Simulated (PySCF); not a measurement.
# Static response to an electric field

Species: C2H8F3NSi2.
Structure used (GFN2-xTB), in Å, numbered top down from 1:
```xyz
16
C2H8F3NSi2 angstrom
F     -3.0045   -0.1523   -1.2391
C     -2.6620   -0.3779    0.0420
F     -2.8802    0.7789    0.6924
F     -3.5848   -1.2400    0.5181
C     -1.2635   -0.8695    0.1860
Si    -0.0639    0.4798   -0.4350
N      1.5053   -0.1887   -0.2085
Si     3.0186    0.6507   -0.3836
H     -1.1006   -1.0992    1.2369
H     -1.1815   -1.7937   -0.3828
H     -0.3768    0.7663   -1.8384
H     -0.1939    1.6726    0.3978
H      1.5683   -1.1919   -0.1539
H      4.0432   -0.3492   -0.0878
H      3.1469    1.1682   -1.7467
H      3.0218    1.7548    0.5722
```

Level: PBE0/def2-SVPD (PySCF), static field, nuclei fixed, core orbitals frozen in the response. The polarisability tensor in these axes (au):

```
x   102.68   5.11  -1.96
y     5.11  79.35  -1.74
z    -1.96  -1.74  76.12
```

Q: What are the eigenvalues, a third of the trace, and Δα (Δα² = ½Σ(αi − αj)² over the three pairs)?

A: Principal values 75.36, 78.85 and 103.93 au; mean 86.05 au = 12.75 Å³ = 14.19 × 10⁻⁴⁰ C²·m²/J; Δα = 26.99 au (31 % of the mean).

Q: What is the dipole moment, and where does it point?

A: (2.68, -1.40, 0.16) D, 3.03 D in size, pointing from the negative to the positive side. Measured along this direction, the outermost atoms are F3 at the negative end and H14 at the positive end.

Q: Give the principal axes and the span of the nuclei along them.

A: Largest value along (0.97, 0.21, -0.08), where the nuclei span 7.67 Å; middle along (-0.22, 0.89, -0.40), 2.85 Å; least along (-0.01, 0.41, 0.91), 2.56 Å. The response follows the extents in order.

Q: What depolarisation ratio follows for Rayleigh scattering of linearly polarised light, taking the static tensor?

A: ρ = 3Δα²/(45ᾱ² + 4Δα²) = 2185.9/(333206 + 2914.6) = 0.0065.

Q: Traceless (Buckingham) quadrupole moment about the centre of nuclear charge: eigenvalues?

A: -6.88, 0.32, 6.56 D·Å. The values depend on the origin, since the dipole doesn't vanish. The electronic extent ⟨r²⟩ about the same centre is 2143 bohr², a root-mean-square distance of 2.71 Å for the 82 electrons.

Q: In TDDFT the mean static polarisability is Σ f/ω² over all singlet excitations (ω in hartree). How much of it do the 8 lowest give? Their energies (eV) and oscillator strengths: 5.97, 0.0033; 6.67, 0.0031; 7.30, 0.0017; 7.48, 0.0262; 7.83, 0.0353; 7.84, 0.0318; 7.91, 0.0250; 8.16, 0.0047.

A: They add up to 1.65 au, 1.9 % of the 86.05 au; the largest single term is 0.43 au, from the state at 7.83 eV. Terms in order: 0.07, 0.05, 0.02, 0.35, 0.43, 0.38, 0.30, 0.05 au. Higher excitations give the rest. The strengths listed sum to 0.131.

One conformer (not necessarily the lowest) at the GFN2-xTB geometry, without solvent, vibrations or thermal averaging.

These values come from a run that also computed excited states. Time: 36 s of wall time; peak memory 0.97 GiB. Hardware: one thread, Intel Xeon 6975P-C (x86_64), shared host with 192 logical CPUs at a one-minute load of 72.
